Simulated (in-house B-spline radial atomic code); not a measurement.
Whole-atom quantities along the 6-electron series, configuration 1s2 2s2 2p1/2(2). Breit and QED terms are first order and not part of the total energy; the density at the nucleus is averaged over the nuclear charge. Computed with a B-spline radial code for spherical atoms: Dirac-Hartree-Fock, jj configuration that fills j = l - 1/2 first, finite nuclei.

| ion | Z | E/Z² (Eh) | Σ<r²> (bohr²) | n(0)/Z³ (bohr⁻³) | Lamb diamagnetic shielding (ppm) | repulsion over attraction | Breit energy (eV) | self-energy (eV) | vacuum polarisation (eV) |
| --- | --- | --- | --- | --- | --- | --- | --- | --- | --- |
| Xe48+ | 54 | -1.5043 | 0.050309 | 1.6234 | 3077.65 | 0.019593 | 96.499 | 114.48 | -15.946 |
| Cs49+ | 55 | -1.5081 | 0.048195 | 1.672 | 3147.28 | 0.019228 | 102.34 | 122.08 | -17.267 |
| Ba50+ | 56 | -1.5119 | 0.046197 | 1.7217 | 3217.67 | 0.018877 | 108.43 | 130.04 | -18.677 |
| La51+ | 57 | -1.5157 | 0.044309 | 1.7748 | 3288.85 | 0.018537 | 114.77 | 138.39 | -20.181 |
| Ce52+ | 58 | ? | ? | ? | ? | ? | ? | ? | ? |
| Pr53+ | 59 | -1.5235 | 0.040828 | 1.8884 | 3433.72 | 0.017889 | 128.25 | 156.31 | -23.495 |
| Nd54+ | 60 | -1.5274 | 0.039222 | 1.949 | 3507.46 | 0.017581 | 135.4 | 165.91 | -25.316 |
| Pm55+ | 61 | ? | ? | ? | ? | ? | ? | ? | ? |
| Sm56+ | 62 | -1.5355 | 0.036248 | 2.0662 | 3657.68 | 0.016993 | 150.57 | 186.46 | -29.312 |
| Eu57+ | 63 | -1.5396 | 0.034871 | 2.134 | 3734.26 | 0.016712 | 158.6 | 197.45 | -31.506 |
| Gd58+ | 64 | -1.5437 | 0.033559 | 2.2033 | 3811.85 | 0.016439 | 166.94 | 208.93 | -33.838 |
| Tb59+ | 65 | -1.5479 | 0.03231 | 2.2924 | 3890.57 | 0.016174 | 175.61 | 220.94 | -36.328 |
| Dy60+ | 66 | -1.5522 | 0.03112 | 2.3546 | 3970.26 | 0.015917 | 184.6 | 233.48 | -38.954 |
| Ho61+ | 67 | ? | ? | ? | ? | ? | ? | ? | ? |
| Er62+ | 68 | -1.5609 | 0.0289 | 2.5253 | 4133.24 | 0.015424 | 203.6 | 260.25 | -44.734 |
| Tm63+ | 69 | -1.5654 | 0.027864 | 2.6232 | 4216.57 | 0.015187 | 213.63 | 274.53 | -47.902 |
| Yb64+ | 70 | -1.57 | 0.026874 | 2.7089 | 4301.11 | 0.014957 | 224.02 | 289.43 | -51.251 |
| Lu65+ | 71 | -1.5746 | 0.025927 | 2.8025 | 4386.97 | 0.014732 | 234.8 | 304.99 | -54.81 |

Q: Fill in the row of Ce52+.

A: E/Z² (Eh): -1.5196; Σ<r²> (bohr²): 0.042521; n(0)/Z³ (bohr⁻³): 1.83; Lamb diamagnetic shielding (ppm): 3360.86; repulsion over attraction: 0.018208; Breit energy (eV): 121.37; self-energy (eV): 147.14; vacuum polarisation (eV): -21.785.

Q: Fill in the row of Pm55+.

A: E/Z² (Eh): -1.5314; Σ<r²> (bohr²): 0.037697; n(0)/Z³ (bohr⁻³): 2.0097; Lamb diamagnetic shielding (ppm): 3582.11; repulsion over attraction: 0.017282; Breit energy (eV): 142.84; self-energy (eV): 175.95; vacuum polarisation (eV): -27.253.

Q: Fill in the row of Ho61+.

A: E/Z² (Eh): -1.5565; Σ<r²> (bohr²): 0.029984; n(0)/Z³ (bohr⁻³): 2.4424; Lamb diamagnetic shielding (ppm): 4051.18; repulsion over attraction: 0.015667; Breit energy (eV): 193.92; self-energy (eV): 246.58; vacuum polarisation (eV): -41.76.

Q: With what power of Z does the column «Σ<r²> (bohr²)» change over this range?

A: A fit of the logarithm of its size against log Z from Z = 54 to 71 has slope -2.42. Unscreened non-relativistic hydrogenic orbitals would give -2.
